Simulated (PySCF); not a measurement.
Species: MoOF3 (doublet state).
Bonds: Mo1–O2, Mo1–F3, Mo1–F4, Mo1–F5.

Method used: PBE0-D3(BJ)/def2-SVP geometry optimisation, gas phase, def2 core potentials past Kr in PySCF 2.14.0.

**Question.** Give the optimised bond lengths and angles.

**Answer.** 
| bond | length (Å) |
| --- | --- |
| Mo1–O2 | 1.647 |
| Mo1–F3, Mo1–F4, Mo1–F5 | 1.849 |

Bonds in one row agree within 0.01 Å and their mean is given. A selection of angles:
| angle | degrees |
| --- | --- |
| O2–Mo1–F3 | 117.8 |
| O2–Mo1–F4 | 118.5 |
| O2–Mo1–F5 | 102.6 |
| F3–Mo1–F4 | 111.5 |
| F3–Mo1–F5 | 100.3 |
| F4–Mo1–F5 | 102.1 |

Mo1 (molybdenum bonded to 3 F and O) is distorted tetrahedral (angles from 100.3° to 118.5°).

Point group: Cs (every atom within 0.08 Å of its image). Not checked by PBE0-D3(BJ)/def2-SVP frequencies. ⟨S²⟩ = 0.754 (exact for a doublet: 0.75).

On Arm Neoverse V1, one thread, no GPU, on a shared host, this took 92 s of wall time and 0.37 GiB of memory at its peak. This is the geometry optimisation.
